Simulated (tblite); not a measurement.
Compound: C7H13OP.
Numbering: `[CH3:1][C:2]1=[C:3]([CH:4]([CH3:5])[CH3:6])[P@:7]1([CH3:8])=[O:9]` (hydrogens: H10, H11, H12 on C1; H13 on C4; H14, H15, H16 on C5; H17, H18, H19 on C6; H20, H21, H22 on C8)

Structure optimised with GFN2-xTB, isolated species.

Q: Give the optimised bond lengths and angles.

A: 
```json
{"bond": "C1–C2", "length (Å)": "1.474", "order": "single"}
{"bond": "C2=C3", "length (Å)": "1.347", "order": "double"}
{"bond": "C3–C4", "length (Å)": "1.478", "order": "single"}
{"bond": "C4–C5", "length (Å)": "1.529", "order": "single"}
{"bond": "C4–C6", "length (Å)": "1.530", "order": "single"}
{"bond": "C3–P7", "length (Å)": "1.795", "order": "single"}
{"bond": "P7–C8", "length (Å)": "1.828", "order": "single"}
{"bond": "P7=O9", "length (Å)": "1.470", "order": "double"}
{"bond": "C2–P7", "length (Å)": "1.803", "order": "single"}
{"bond": "C1–H10, C1–H11, C1–H12", "length (Å)": "1.090", "order": "single"}
{"bond": "C4–H13", "length (Å)": "1.097", "order": "single"}
{"bond": "C5–H14, C5–H15, C5–H16", "length (Å)": "1.088", "order": "single"}
{"bond": "C6–H17, C6–H18, C6–H19", "length (Å)": "1.088", "order": "single"}
{"bond": "C8–H20, C8–H21, C8–H22", "length (Å)": "1.087", "order": "single"}
```

Bonds in one row agree within 0.01 Å and their mean is given. Orders are formal, as drawn. A selection of angles:
```json
{"angle": "C1–C2–C3", "degrees": "140.0"}
{"angle": "C1–C2–P7", "degrees": "152.1"}
{"angle": "C3–C2–P7", "degrees": "67.7"}
{"angle": "C2–C3–C4", "degrees": "142.6"}
{"angle": "C2–C3–P7", "degrees": "68.3"}
{"angle": "C4–C3–P7", "degrees": "148.9"}
{"angle": "C3–C4–C5", "degrees": "108.9"}
{"angle": "C3–C4–C6", "degrees": "109.4"}
{"angle": "C5–C4–C6", "degrees": "110.7"}
{"angle": "C3–P7–C8", "degrees": "114.0"}
{"angle": "C3–P7–O9", "degrees": "126.4"}
{"angle": "C8–P7–O9", "degrees": "115.0"}
{"angle": "C2–P7–C3", "degrees": "44.0"}
{"angle": "C2–P7–C8", "degrees": "113.2"}
{"angle": "C2–P7–O9", "degrees": "125.7"}
```

Torsions: C1–C2–C3–C4 0° (synperiplanar); C2–C3–C4–C5 -120° (anticlinal); C2–C3–P7–C8 -99° (anticlinal); C1–C2–P7–C3 174° (antiperiplanar).

P7 (phosphoryl phosphorus) has angles from 44.0° to 126.4°. The 5 C–C bonds span 1.347 Å (C2=C3, drawn double) to 1.530 Å (C4–C6, drawn single), a spread of 0.183 Å. The 3 C–P bonds span 1.795 Å (C3–P7, drawn single) to 1.828 Å (P7–C8, drawn single), a spread of 0.033 Å. The 3-membered ring C2–C3–P7 has internal angles of 44.0° to 68.3°.

Point group: C1 (no symmetry element, even within 0.4 Å). Its GFN2-xTB frequencies are all real (lowest 16 cm⁻¹). The numbers are those of one conformer. 3 starts were optimised and ended at 0.00, 0.47 and 0.48 kcal/mol (GFN2-xTB); the lowest of these is shown.

The numbers are calculated, not measured.
